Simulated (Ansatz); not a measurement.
Computed with Ansatz on PBE0-D4/def2-TZVP structures; ΔE is electronic, products minus reactants. CBS: MP2 limit from def2 TZ/QZ plus the TZ coupled-cluster correction, frozen cores. This one scheme is used for every species. For Br, Ge outer-core shells are correlated without core-valence functions, which leaves a few kJ/mol of doubt a bond. Scalar relativity is left out up to krypton.

Consider the ligand exchange at a Ge–C bond: `[BH2][GeH2][CH3]` + HBr → `[BH2][GeH2][Br]` + CH₄.

```json
{"species": "`[BH2][GeH2][CH3]`", "CCSD(T)/CBS(def2) energy (Eh)": "-2143.13359"}
{"species": "HBr", "CCSD(T)/CBS(def2) energy (Eh)": "-2573.91920"}
{"species": "`[BH2][GeH2][Br]`", "CCSD(T)/CBS(def2) energy (Eh)": "-4676.63012"}
{"species": "CH₄", "CCSD(T)/CBS(def2) energy (Eh)": "-40.46206"}
```

**Question.** Work out ΔE.

**Answer.** ΔE = (-4676.63012) + (-40.46206) − (-2143.13359) − (-2573.91920) = -0.03939 Eh = -103.4 kJ/mol.

Largest T1 diagnostic among the species: 0.011.

In def2-TZVPP, CCSD(T) changes the Hartree–Fock value by +22.4 kJ/mol (the triples alone add +1.4 kJ/mol) and MP2 by +18.6 kJ/mol. From BLYP to BHLYP (50 % exact exchange), in def2-TZVPP and without D4, ΔE moves by −5.8 kJ/mol.
